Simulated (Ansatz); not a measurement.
# Worked example: H2Se + C2H6Sb → HSe + C2H7Sb

Gas-phase species: H2Se (hydrogen selenide) `[SeH2]`, singlet; C2H6Sb `C[CH2][SbH]`, doublet; HSe, doublet; C2H7Sb `C[CH2][SbH2]`, singlet. A radical takes H: the energy is the difference in strength between the Se–H bond broken and the Sb–H bond made.

Shapes, held fixed at every level: PBE0-D4/def2-TZVP. Flexible molecules stand in one conformer, not always the lowest. Programs: Ansatz 0.2.0. The zero-point and thermal change to 298 K, harmonic and unscaled (PBE0-D4/def2-TZVP), is -0.9 kJ/mol.

At CCSD(T)/def2-TZVPP; 1 Eh = 2625.50 kJ/mol:

| species | energy (Eh) |
| --- | --- |
| H2Se | -2401.314764 |
| C2H6Sb | -319.241070 |
| HSe | -2400.680045 |
| C2H7Sb | -319.853350 |

**Question.** Work out ΔH(298 K) of the reaction at this level.

**Answer.** 
1. Products less reactants: (-2400.680045) + (-319.853350) − [(-2401.314764) + (-319.241070)] = 0.022439 Eh = +58.9 kJ/mol.
2. With the thermal change: +58.9 + (-0.9) = +58.0 kJ/mol.

Other levels give +46.3 (HF/def2-SVP) to +63.9 kJ/mol (PBE-D4/def2-TZVPP). No measured value is set beside it here. Open shells run unrestricted. For atoms past krypton def2 sets carry core potentials with scalar relativity. Relativity is left out for Se. Outer-core shells of Sb, Se are correlated, in sets that cover them unevenly. The spin-orbit lowering of such a linear radical, about 10 kJ/mol on Se or Br and more on Te or I, is left out.
